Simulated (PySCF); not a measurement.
Magnetic susceptibility: SMILES C[C@@H]1CC=C[C@H]1C(=O)O, C7H10O2

Geometry:
```csv
atom,x (Å),y (Å),z (Å)
C1,-1.237,1.682,0.356
C2,-0.634,0.464,-0.332
C3,-1.556,-0.772,-0.275
C4,-0.668,-1.882,0.190
C5,0.539,-1.462,0.519
C6,0.694,0.024,0.318
C7,1.896,0.285,-0.561
O8,1.875,0.518,-1.738
O9,3.039,0.203,0.136
H10,-2.172,1.962,-0.123
H11,-1.435,1.469,1.405
H12,-0.557,2.529,0.296
H13,-0.425,0.714,-1.376
H14,-2.004,-0.997,-1.244
H15,-2.373,-0.622,0.437
H16,-1.022,-2.896,0.258
H17,1.353,-2.056,0.897
H18,0.878,0.514,1.280
H19,3.802,0.334,-0.449
```

Computed, not measured: GIAO KT3/pcSseg-1 magnetisability, rotational g tensor and spin-rotation constants, non-relativistic, gas phase in PySCF. Geometry: GFN2-xTB.

(1) How diamagnetic is it, and how anisotropic?

(2) Split it along the inertial axes a, b, c into diamagnetic and paramagnetic parts about the centre of mass, with the quadrupole moment.

(3) And the rotational g tensor?

Results:

(1) Isotropic -1270 × 10⁻³⁰ J/T², or -76.5 × 10⁻⁶ cm³/mol; principal values -1390, -1238, -1180 × 10⁻³⁰ J/T², anisotropy 188 × 10⁻³⁰ J/T² (root of half the summed squared differences of the principal values). The susceptibility is in cgs units.

(2) 
```tsv
axis	χ (10⁻⁶ cm³/mol)	diamagnetic (10⁻⁶ cm³/mol)	paramagnetic (10⁻⁶ cm³/mol)	summed x² of all electrons (Å²)	quadrupole Θ (D Å)
a	-72.5	-603.3	530.8	193.6	+8.45
b	-79.2	-1012.3	933.1	97.2	-0.69
c	-77.7	-1233.9	1156.2	45.0	-7.75
```
Anisotropies 2χaa − χbb − χcc = +11.9 and 2χbb − χaa − χcc = -8.2 × 10⁻⁶ cm³/mol. Θ is traceless in Buckingham's convention.

(3) 
| axis | rotational constant (GHz) | g | nuclear part | electronic part |
| --- | --- | --- | --- | --- |
| a | 2.5250 | -0.0302 | 0.5995 | -0.6297 |
| b | 1.3162 | -0.0083 | 0.5687 | -0.5770 |
| c | 1.0694 | -0.0054 | 0.5755 | -0.5809 |

Asymmetric top; isotopes 12C, 1H, 16O; no vibrational averaging.
